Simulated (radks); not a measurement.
Results of a calculation; reference values are marked as such.
Ionisation of the osmium ion Os26+, [Kr] 4d10 4f4, to [Kr] 4d10 4f3 as the strength of local exchange is varied. Level of theory: Dirac Kohn-Sham, Slater X-alpha exchange (alpha = 2/3 is LDA exchange), no correlation, spin-unpolarised, spherical densities, finite nucleus; open shells are shared between the two j in proportion to 2j + 1; Fermi nuclear charge, rms radius 5.4126 fm (a radial shooting solver on a logarithmic mesh with Libxc functionals).

\begin{tabular}{lrrrrr}
alpha & E(Os26+) (hartree) & exchange (hartree) & IE (eV) & -e of the level emptied (eV) & <r> of it (bohr) \\ \hline
0.557 & -16908.7500 & -242.7441 & 828.63 & 801.49 (4f7/2) & 0.4384 \\
0.615 & -16934.0427 & -268.3585 & 834.32 & 807.10 (4f7/2) & 0.4369 \\
0.667 & -16956.7460 & -291.3772 & 839.44 & 812.15 (4f7/2) & 0.4355 \\
0.738 & -16987.7860 & -322.8893 & 846.46 & 819.08 (4f7/2) & 0.4337 \\
0.888 & -17053.5204 & -389.7781 & 861.41 & 833.83 (4f7/2) & 0.4299 \\
0.95 & -17080.7528 & -417.5499 & 867.63 & 839.98 (4f7/2) & 0.4284 \\
0.97 & -17089.5453 & -426.5241 & 869.64 & 841.97 (4f7/2) & 0.4279 \\
\end{tabular}

NIST Atomic Spectra Database: 870 +/- 40 eV (theoretical). The central value is not met in this range of alpha. Spin polarisation and multiplet splitting are left out, so open shells lie too high by an amount that depends on their filling. Sharing an open shell by 2j + 1 raises it above the true ground level by a part of the spin-orbit splitting, which enters the differences from NIST.

Beside tabulated values, note that spin-unpolarised runs miss the spin-polarisation part of the exchange energy of open shells.
